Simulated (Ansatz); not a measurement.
zinc atom (Zn), singlet; SVWN5/STO-3G in Ansatz (a first-principles code).

Here is a job for Ansatz.
Ansatz 0.2 input:
```yaml
crystal:
  periodic: [false, false, false]
  atoms:
    - {symbol: Zn, position_ang: [0.00000000, 0.00000000, 0.00000000]}
basis:
  gaussian:
    orbitals: STO-3G
hamiltonian:
  xc: {name: SVWN5}
```

The log (banner, timings and long lists left out):

```
Functional definition: SVWN5
122 factors; integrals over basis functions are off by at most 3.7e-5 eV
mean field evaluation 1: about -47590.7292 eV, gradient 2.6e1 eV
mean field evaluation 2: about -47735.5373 eV, gradient 6.7e1 eV
mean field evaluation 4: about -47591.5784 eV, gradient 1.8e1 eV
mean field evaluation 8: about -47759.8837 eV, gradient 2.2e1 eV
mean field evaluation 16: about -47765.2197 eV, gradient 7.1e-1 eV
mean field evaluation 32: about -47765.4995 eV, gradient 2.6e0 eV
mean field evaluation 64: about -47765.5106 eV, gradient 1.0e-1 eV
mean field evaluation 96: about -47761.0253 eV, gradient 1.0e1 eV
mean field evaluation 128: about -47760.7043 eV, gradient 4.6e0 eV
mean field evaluation 160: about -47765.7692 eV, gradient 4.3e0 eV
mean field evaluation 192: about -47765.5145 eV, gradient 7.2e-2 eV
mean field evaluation 224: about -47765.5145 eV, gradient 2.0e-6 eV
mean field evaluation 256: about -47765.6732 eV, gradient 5.5e0 eV
mean field evaluation 288: about -47765.5145 eV, gradient 1.1e-2 eV
mean field evaluation 320: about -47764.7613 eV, gradient 1.7e1 eV
mean field evaluation 352: about -47765.4909 eV, gradient 8.0e-1 eV
mean field evaluation 384: about -47765.3992 eV, gradient 1.9e0 eV
mean field evaluation 416: about -47765.4319 eV, gradient 3.2e0 eV
mean field evaluation 448: about -47765.5141 eV, gradient 3.1e-1 eV
mean field evaluation 480: about -47765.3223 eV, gradient 4.5e0 eV
mean field evaluation 512: about -47765.4715 eV, gradient 2.9e0 eV
mean field -47765.51446940 eV, -1755.3502801219 hartree, gradient 6.4e-6 eV, S^2 0.000000; 13 other end points of the search recorded, 0 dependent functions left out
reference -47765.51448328 eV, -1755.3502806321 hartree; 15, 15 occupied and 3, 3 virtual orbitals, 122 factors
Total energy: -47765.51448328 eV, -1755.3502806321 hartree
```
